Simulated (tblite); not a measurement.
Compound: C₅H₈O₂SSi.
Cartesian coordinates in Å at the GFN2-xTB level; atoms count from 1:
```
atom  x, y, z in Å
O1     3.3879    2.7509    0.1059
C2     3.1472    1.5763   -0.0041
C3     1.8420    0.9611    0.2400
C4     1.6347   -0.3543    0.1455
Si5   -0.0110   -1.2070    0.4380
O6    -1.1044   -0.1033    0.9190
C7    -2.3633   -0.1237    0.3027
C8    -2.2205   -0.4488   -1.1771
S9    -1.0258   -1.8177   -1.3625
H10    3.9328    0.8547   -0.3068
H11    1.0443    1.6351    0.5204
H12    2.4685   -0.9883   -0.1284
H13    0.0608   -2.3475    1.3383
H14   -2.9902   -0.8760    0.7937
H15   -2.8173    0.8619    0.4390
H16   -3.1648   -0.7661   -1.6119
H17   -1.8278    0.4047   -1.7290
```

Level: GFN2-xTB in tblite, geometry and Hessian alike; calculated harmonic values, unscaled, isolated species. Against measured fundamentals such values can be off by several per cent, at times by over 20. Modes of hydrogen on silicon can be 10 to 20 % off. One conformer, not necessarily the lowest.

Harmonic wavenumbers (cm⁻¹): 30.9, 59.0, 81.5, 110.3, 132.0, 205.4, 220.0, 245.2, 353.7, 376.1, 496.9, 511.1, 538.6, 600.9, 666.4, 698.9, 713.8, 766.9, 856.6, 858.6, 928.0, 983.5, 1011.3, 1018.3, 1088.7, 1098.9, 1149.4, 1180.2, 1185.8, 1245.2, 1268.0, 1317.8, 1373.1, 1442.1, 1476.7, 1634.8, 1744.3, 2327.0, 2753.0, 2926.9, 2958.2, 2988.7, 3027.9, 3044.5, 3078.7.

A = 2406, B = 564.1, C = 534.6 MHz; mass 160.001 u (most abundant isotopes); point group C1, symmetry number 1.

Zero-point energy?

½Σν̃ = 26387 cm⁻¹ = 75.44 kcal/mol.

Entropy at 298.15 K, 1 bar (ideal gas, RRHO, classical rotation)?

Translation 41.15, rotation 30.47, vibration 32.95: S = 104.6 cal/(mol K).

And Cp and H(298.15 K) − H(0)?

Cp = 38.94 cal/(mol K), of which vibrations give 30.99 (their classical limit is 45 R = 89.4); H(298.15 K) − H(0) = 7.27 kcal/mol without the zero-point energy, 4.90 from vibrations.

What must be added to the electronic energy to get the Gibbs energy at 298.15 K and 1 bar?

ZPE + [H(298.15 K) − H(0)] − T·S = 75.44 + 7.27 − 31.18 = 51.53 kcal/mol.

Blend soft modes into free rotors: weight 1/[1 + (100 cm⁻¹/ν̃)⁴] for the oscillator and the rest for a rotor with moment μB/(μ + B), μ = h/(8π²ν), B = 10⁻⁴⁴ kg m². What vibrational entropy results?

29.41 cal/(mol K) in place of 32.95, which changes −T·S at 298.15 K by +1.06 kcal/mol.

How do the functions run with temperature in this model?

```json
{"T (K)": "50", "S (cal/(mol K))": "62.2", "Cp (cal/(mol K))": "14.7", "H − H(0) (kcal/mol)": "0.55", "G − H(0) (kcal/mol)": "-2.56", "ln q(vib)": "0.90"}
{"T (K)": "100", "S (cal/(mol K))": "74.2", "Cp (cal/(mol K))": "20.2", "H − H(0) (kcal/mol)": "1.43", "G − H(0) (kcal/mol)": "-5.99", "ln q(vib)": "2.48"}
{"T (K)": "373.15", "S (cal/(mol K))": "114.1", "Cp (cal/(mol K))": "45.7", "H − H(0) (kcal/mol)": "10.45", "G − H(0) (kcal/mol)": "-32.11", "ln q(vib)": "10.37"}
{"T (K)": "500", "S (cal/(mol K))": "128.8", "Cp (cal/(mol K))": "55.4", "H − H(0) (kcal/mol)": "16.89", "G − H(0) (kcal/mol)": "-47.53", "ln q(vib)": "13.73"}
{"T (K)": "750", "S (cal/(mol K))": "154.0", "Cp (cal/(mol K))": "68.3", "H − H(0) (kcal/mol)": "32.48", "G − H(0) (kcal/mol)": "-82.98", "ln q(vib)": "19.95"}
{"T (K)": "1000", "S (cal/(mol K))": "174.8", "Cp (cal/(mol K))": "76.5", "H − H(0) (kcal/mol)": "50.66", "G − H(0) (kcal/mol)": "-124.15", "ln q(vib)": "25.60"}
```

q(vib) and H(0) count from the zero-point level.

Which modes carry the vibrational entropy at 298.15 K?

30.9 cm⁻¹: 5.77; 59.0 cm⁻¹: 4.49; 81.5 cm⁻¹: 3.85; 110.3 cm⁻¹: 3.26; 132.0 cm⁻¹: 2.92; 205.4 cm⁻¹: 2.08 cal/(mol K); the other 39 give 10.57 together.

Hindered rotation and anharmonicity are outside this model. Other conformers, if any are populated, would add a mixing term that is left out. The structure is chiral; the term R ln 2 for an equal mix with its mirror image is left out.
